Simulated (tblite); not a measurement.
Parent: `[SiH3:1][O:2][C@@H:3]1[CH2:4][CH2:5][S:6]1` with Si1–O2–C3–C4 165°, O2–C3–C4–C5 -129°, C3–C4–C5–S6 9°, C4–C5–S6–C3 -8°, O2–C3–S6–C5 126°, C3H8OSSi.

Computed geometry: GFN2-xTB, gas phase. One conformer each, not checked by frequencies here.

```csv
coordinate of the parent,value
Si1–O2,1.632 Å
O2–C3,1.359 Å
C3–C4,1.532 Å
C4–C5,1.527 Å
C5–S6,1.832 Å
C3–S6,1.854 Å
Si1–O2–C3,129.9°
O2–C3–C4,114.1°
O2–C3–S6,116.1°
C4–C3–S6,92.0°
C3–C4–C5,97.0°
C4–C5–S6,93.0°
C3–S6–C5,76.9°
```

**Question.** How does the shared frame change in `[O:1]=[S:2](=[O:3])([OH:4])[C@@H:5]1[CH2:6][S:7][C@H:8]1[O:9][SiH3:10]` with O1–S2–O4–H -7°, O1–S2–C5–C6 180°, S7–C8–O9–Si10 -73°, S2–C5–C6–S7 -125°, C5–C6–S7–C8 9°, C6–S7–C8–O9 -127°, S2–C5–C8–S7 126°, C3H8O4S2Si? Atoms pair as Si1 = Si10, O2 = O9, C3 = C8, C4 = C5, C5 = C6, S6 = S7 (parent first).

**Answer.** 
```json
{"parent": "Si1–O2", "relative": "Si10–O9", "value in the relative": "1.640 Å", "change": "+0.008"}
{"parent": "O2–C3", "relative": "O9–C8", "value in the relative": "1.350 Å", "change": "-0.009"}
{"parent": "C3–C4", "relative": "C8–C5", "value in the relative": "1.523 Å", "change": "-0.009"}
{"parent": "C4–C5", "relative": "C5–C6", "value in the relative": "1.513 Å", "change": "-0.014"}
{"parent": "C5–S6", "relative": "C6–S7", "value in the relative": "1.833 Å", "change": "+0.001"}
{"parent": "C3–S6", "relative": "C8–S7", "value in the relative": "1.858 Å", "change": "+0.004"}
{"parent": "Si1–O2–C3", "relative": "Si10–O9–C8", "value in the relative": "128.7°", "change": "-1.2"}
{"parent": "O2–C3–C4", "relative": "O9–C8–C5", "value in the relative": "114.6°", "change": "+0.5"}
{"parent": "O2–C3–S6", "relative": "O9–C8–S7", "value in the relative": "116.7°", "change": "+0.6"}
{"parent": "C4–C3–S6", "relative": "C5–C8–S7", "value in the relative": "91.3°", "change": "-0.7"}
{"parent": "C3–C4–C5", "relative": "C8–C5–C6", "value in the relative": "97.8°", "change": "+0.8"}
{"parent": "C4–C5–S6", "relative": "C5–C6–S7", "value in the relative": "92.6°", "change": "-0.4"}
{"parent": "C3–S6–C5", "relative": "C8–S7–C6", "value in the relative": "76.6°", "change": "-0.3"}
```

Of the parent's bonds, C4–C5 changes most (-0.014 Å). Bonds of the relative outside the shared frame: O1=S2 1.429, S2=O3 1.424, S2–O4 1.616, S2–C5 1.800 Å. Point group C1 → C1.

**Question.** How does the shared frame change in `[CH3:1][CH2:2][C@@H:3]1[CH2:4][S:5][C@@H:6]1[O:7][SiH3:8]` with C1–C2–C3–C4 -68°, S5–C6–O7–Si8 61°, C2–C3–C4–S5 -137°, C3–C4–S5–C6 13°, C4–S5–C6–O7 104°, C2–C3–C6–S5 137°, C5H12OSSi? Atoms pair as Si1 = Si8, O2 = O7, C3 = C6, C4 = C3, C5 = C4, S6 = S5 (parent first).

**Answer.** 
| parent | relative | value in the relative | change |
| --- | --- | --- | --- |
| Si1–O2 | Si8–O7 | 1.629 Å | -0.003 |
| O2–C3 | O7–C6 | 1.362 Å | +0.003 |
| C3–C4 | C6–C3 | 1.543 Å | +0.011 |
| C4–C5 | C3–C4 | 1.531 Å | +0.004 |
| C5–S6 | C4–S5 | 1.830 Å | -0.002 |
| C3–S6 | C6–S5 | 1.846 Å | -0.008 |
| Si1–O2–C3 | Si8–O7–C6 | 130.4° | +0.5 |
| O2–C3–C4 | O7–C6–C3 | 113.8° | -0.3 |
| O2–C3–S6 | O7–C6–S5 | 114.1° | -2.0 |
| C4–C3–S6 | C3–C6–S5 | 91.5° | -0.5 |
| C3–C4–C5 | C6–C3–C4 | 95.9° | -1.1 |
| C4–C5–S6 | C3–C4–S5 | 92.5° | -0.5 |
| C3–S6–C5 | C6–S5–C4 | 76.8° | -0.1 |

Of the parent's bonds, C3–C4 changes most (+0.011 Å). Bonds of the relative outside the shared frame: C1–C2 1.524, C2–C3 1.523 Å. Point group C1 → C1.

**Question.** How does the shared frame change in `[OH:1][CH2:2][C@@H:3]1[CH2:4][S:5][C@@H:6]1[O:7][SiH3:8]` with H–O1–C2–C3 59°, O1–C2–C3–C4 46°, S5–C6–O7–Si8 65°, C2–C3–C4–S5 -134°, C3–C4–S5–C6 11°, C4–S5–C6–O7 107°, C2–C3–C6–S5 134°, C4H10O2SSi? Atoms pair as Si1 = Si8, O2 = O7, C3 = C6, C4 = C3, C5 = C4, S6 = S5 (parent first).

**Answer.** 
```
   parent   relative  value in the relative  change
   Si1–O2     Si8–O7                1.636 Å  +0.004
    O2–C3      O7–C6                1.369 Å  +0.010
    C3–C4      C6–C3                1.544 Å  +0.012
    C4–C5      C3–C4                1.530 Å  +0.003
    C5–S6      C4–S5                1.830 Å  -0.002
    C3–S6      C6–S5                1.844 Å  -0.010
Si1–O2–C3  Si8–O7–C6                 129.2°    -0.7
 O2–C3–C4   O7–C6–C3                 114.3°    +0.2
 O2–C3–S6   O7–C6–S5                 114.1°    -2.0
 C4–C3–S6   C3–C6–S5                  91.7°    -0.3
 C3–C4–C5   C6–C3–C4                  96.2°    -0.8
 C4–C5–S6   C3–C4–S5                  92.7°    -0.3
 C3–S6–C5   C6–S5–C4                  77.0°    +0.1
```

Of the parent's bonds, C3–C4 changes most (+0.012 Å). Bonds of the relative outside the shared frame: O1–C2 1.399, C2–C3 1.533 Å. Point group C1 → C1.

**Question.** How does the shared frame change in `[CH2:1]=[CH:2][CH2:3][C@@H:4]1[CH2:5][S:6][C@H:7]1[O:8][SiH3:9]` with C1–C2–C3–C4 119°, C2–C3–C4–C5 -66°, S6–C7–O8–Si9 -62°, C3–C4–C5–S6 -135°, C4–C5–S6–C7 11°, C5–S6–C7–O8 -129°, C3–C4–C7–S6 135°, C6H12OSSi? Atoms pair as Si1 = Si9, O2 = O8, C3 = C7, C4 = C4, C5 = C5, S6 = S6 (parent first).

**Answer.** 
```csv
parent,relative,value in the relative,change
Si1–O2,Si9–O8,1.632 Å,0.000
O2–C3,O8–C7,1.358 Å,-0.001
C3–C4,C7–C4,1.535 Å,+0.003
C4–C5,C4–C5,1.530 Å,+0.003
C5–S6,C5–S6,1.829 Å,-0.003
C3–S6,C7–S6,1.853 Å,-0.001
Si1–O2–C3,Si9–O8–C7,130.1°,+0.2
O2–C3–C4,O8–C7–C4,114.3°,+0.2
O2–C3–S6,O8–C7–S6,116.6°,+0.5
C4–C3–S6,C4–C7–S6,91.8°,-0.2
C3–C4–C5,C7–C4–C5,96.4°,-0.6
C4–C5–S6,C4–C5–S6,92.8°,-0.2
C3–S6–C5,C7–S6–C5,76.7°,-0.2
```

No shared bond changes by more than 0.004 Å. Bonds of the relative outside the shared frame: C1=C2 1.319, C2–C3 1.496, C3–C4 1.527 Å. Point group C1 → C1.

**Question.** How does the shared frame change in `[CH3:1][CH2:2][CH2:3][C@@H:4]1[CH2:5][S:6][C@H:7]1[O:8][SiH3:9]` with C1–C2–C3–C4 -178°, C2–C3–C4–C5 179°, S6–C7–O8–Si9 -58°, C3–C4–C5–S6 -136°, C4–C5–S6–C7 11°, C5–S6–C7–O8 -130°, C3–C4–C7–S6 136°, C6H14OSSi? Atoms pair as Si1 = Si9, O2 = O8, C3 = C7, C4 = C4, C5 = C5, S6 = S6 (parent first).

**Answer.** 
```tsv
parent	relative	value in the relative	change
Si1–O2	Si9–O8	1.630 Å	-0.002
O2–C3	O8–C7	1.358 Å	-0.001
C3–C4	C7–C4	1.536 Å	+0.004
C4–C5	C4–C5	1.531 Å	+0.004
C5–S6	C5–S6	1.829 Å	-0.003
C3–S6	C7–S6	1.852 Å	-0.002
Si1–O2–C3	Si9–O8–C7	130.3°	+0.4
O2–C3–C4	O8–C7–C4	114.6°	+0.5
O2–C3–S6	O8–C7–S6	116.7°	+0.6
C4–C3–S6	C4–C7–S6	91.9°	-0.1
C3–C4–C5	C7–C4–C5	96.1°	-0.9
C4–C5–S6	C4–C5–S6	92.9°	-0.1
C3–S6–C5	C7–S6–C5	76.6°	-0.3
```

Of the parent's bonds, C3–C4, C4–C5 and C5–S6 change most and about equally (-0.003 to +0.004 Å). Bonds of the relative outside the shared frame: C1–C2 1.523, C2–C3 1.527, C3–C4 1.522 Å. Point group C1 → C1.
